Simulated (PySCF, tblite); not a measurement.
C5H12O2Si.
Z-matrix (Å and degrees, GFN2-xTB geometry), rows numbered from 1:
```
C 
C   1  1.5214
O   2  1.3965  1  109.74
Si  3  1.6217  2  127.67  1   179.97
C   4  1.8618  3  101.07  2  -180.00
C   5  1.3273  4  121.82  3   179.87
O   6  1.3549  5  129.12  4  -179.99
C   7  1.4086  6  117.62  5    -0.05
H   1  1.0868  2  110.05  3  -180.00
H   1  1.0870  2  109.91  3    59.72
H   1  1.0870  2  109.91  3   -59.72
H   2  1.0973  1  110.26  3   120.64
H   2  1.0973  1  110.26  3  -120.62
H   4  1.4713  3  110.82  2    59.41
H   4  1.4713  3  110.76  2   -59.33
H   5  1.0802  4  118.34  3    -0.13
H   6  1.0815  5  121.66  4     0.02
H   8  1.0887  7  106.06  6  -179.85
H   8  1.0946  7  111.21  6    61.14
H   8  1.0946  7  111.19  6   -60.82
```

The calculation used PBE0/pcSseg-1 in PySCF (dipole) on a GFN2-xTB geometry, gas phase.

Masses are those of the commonest isotopes; rigid-rotor values at the optimised geometry. The values belong to one conformer with, in the numbering `[CH3:1][CH2:2][O:3][SiH2:4]/[CH:5]=[CH:6]/[O:7][CH3:8]`, C1–C2–O3–Si4 180°, C2–O3–Si4–C5 180°, O3–Si4–C5–C6 180°, C5–C6–O7–C8 0°.

Give the principal moments of inertia and the rotational constants in GHz.

Ia = 117.46, Ib = 862.33, Ic = 964.63 u·Å²; 505379 MHz·u·Å²/I gives 4303, 586.1 and 523.9 MHz, that is A = 4.3025, B = 0.5861, C = 0.5239 GHz.

What kind of rotor is it?

A near-prolate asymmetric top. Ray's parameter κ = (2B − A − C)/(A − C) = -0.967; −1 is the prolate and +1 the oblate limit.

Is it planar, by Δ = Ic − Ia − Ib?

Not planar: Δ = Ic − Ia − Ib = -15.16 u·Å². For a rigid frame Δ = −2 Σ m c², so Σ m c² = 7.58 u·Å² lies off the ab plane, practically all of it from hydrogen. The atom farthest from that plane is 1.18 Å away.

Give the other two planar moments, Paa and Pbb, and the rms extents of the mass along the axes.

Paa = Σ m a² = (Ib + Ic − Ia)/2 = 854.75 and Pbb = Σ m b² = (Ia + Ic − Ib)/2 = 109.88 u·Å². With the mass M = 132.06 u, the rms extents √(P/M) along a, b and c are 2.54, 0.91, 0.24 Å.

Give the coordinates in the principal-axis frame, origin at the centre of mass.

The sense of each axis is arbitrary; atoms in the order of the calculation.
| atom | mass (u) | a (Å) | b (Å) | c (Å) |
| --- | --- | --- | --- | --- |
| C1 | 12.000 | -3.778 | -1.313 | -0.001 |
| C2 | 12.000 | -3.107 | 0.052 | 0.000 |
| O3 | 15.995 | -1.719 | -0.104 | 0.000 |
| Si4 | 27.977 | -0.591 | 1.061 | 0.001 |
| C5 | 12.000 | 0.970 | 0.046 | 0.001 |
| C6 | 12.000 | 2.172 | 0.610 | -0.001 |
| O7 | 15.995 | 3.392 | 0.022 | -0.002 |
| C8 | 12.000 | 3.439 | -1.386 | 0.001 |
| H9 | 1.008 | -4.859 | -1.197 | -0.002 |
| H10 | 1.008 | -3.479 | -1.873 | 0.881 |
| H11 | 1.008 | -3.478 | -1.872 | -0.884 |
| H12 | 1.008 | -3.410 | 0.625 | -0.885 |
| H13 | 1.008 | -3.410 | 0.624 | 0.886 |
| H14 | 1.008 | -0.730 | 1.923 | 1.185 |
| H15 | 1.008 | -0.732 | 1.924 | -1.183 |
| H16 | 1.008 | 0.882 | -1.031 | 0.003 |
| H17 | 1.008 | 2.294 | 1.685 | -0.003 |
| H18 | 1.008 | 4.494 | -1.652 | 0.003 |
| H19 | 1.008 | 2.958 | -1.800 | -0.891 |
| H20 | 1.008 | 2.956 | -1.796 | 0.894 |

List the rotational levels J(Ka,Kc) to J = 2 (cm⁻¹).

Above 0(0,0):
J = 1: 1(0,1) 0.0370, 1(1,1) 0.1610, 1(1,0) 0.1631
J = 2: 2(0,2) 0.1110, 2(1,2) 0.2330, 2(1,1) 0.2392, 2(2,1) 0.6111, 2(2,0) 0.6111
The levels of one J sum to (2J + 1)J(J + 1)(A + B + C)/3.

Which types of transition are allowed, and where do some lines up to J = 5 fall?

The dipole components are |μa| = 0.38 D, |μb| = 0.87 D, |μc| = 0.00 D; the mirror of this Cs structure is the ab plane, so μc vanishes by symmetry and there are no c-type lines. Intensities carry the squares of the components, which stand as 0.19 : 1.00 (a : b). Some lines, for components of 0.1 D or more:

| type | branch | J(Ka,Kc) | MHz | lower level (cm⁻¹) |
| --- | --- | --- | --- | --- |
| a | Q | 4(1,3) ← 4(1,4) | 621 | 0.485 |
| a | Q | 5(1,4) ← 5(1,5) | 932 | 0.665 |
| a | R | 2(0,2) ← 1(0,1) | 2219 | 0.037 |
| a | R | 3(2,1) ← 2(2,0) | 3333 | 0.611 |
| b | Q | 3(1,2) ← 3(0,3) | 3937 | 0.222 |
| a | R | 4(1,4) ← 3(1,3) | 4314 | 0.341 |
| a | R | 4(2,3) ← 3(2,2) | 4439 | 0.722 |
| a | R | 4(3,2) ← 3(3,1) | 4441 | 1.347 |
| b | R | 1(1,1) ← 0(0,0) | 4826 | 0.000 |
| a | R | 5(1,5) ← 4(1,4) | 5391 | 0.485 |
| a | R | 5(4,2) ← 4(4,1) | 5552 | 2.370 |
| a | R | 5(4,1) ← 4(4,0) | 5552 | 2.370 |
| a | R | 5(3,2) ← 4(3,1) | 5553 | 1.495 |
| a | R | 5(2,3) ← 4(2,2) | 5564 | 0.871 |
| b | R | 4(1,4) ← 3(0,3) | 7878 | 0.222 |
| b | Q | 4(2,2) ← 4(1,3) | 10945 | 0.506 |
| b | Q | 3(2,1) ← 3(1,2) | 11060 | 0.353 |
| b | R | 4(2,2) ← 3(1,3) | 15880 | 0.341 |
| b | R | 5(2,4) ← 4(1,3) | 16481 | 0.506 |
| b | R | 4(3,1) ← 3(2,2) | 23180 | 0.722 |
| b | Q | 5(4,1) ← 5(3,2) | 26230 | 1.681 |
| b | Q | 5(4,2) ← 5(3,3) | 26230 | 1.681 |
| b | Q | 4(4,1) ← 4(3,2) | 26231 | 1.495 |
| b | R | 5(4,2) ← 4(3,1) | 31783 | 1.495 |
| b | R | 5(4,1) ← 4(3,2) | 31783 | 1.495 |

Its GFN2-xTB frequencies are all real (lowest 30 cm⁻¹). These are rigid-rotor constants of the computed structure; measured ground-state constants (B0) also hold zero-point vibration. A rigid rotor knows nothing of internal rotation, which can split or shift real lines.

On an Arm Neoverse V1 with one thread, shared host, this took 43 s wall (with the writing of density and orbital grids) and 0.88 GiB of memory at its peak. This is the PBE0/pcSseg-1 job that gave the dipole, with the shieldings it also computed.
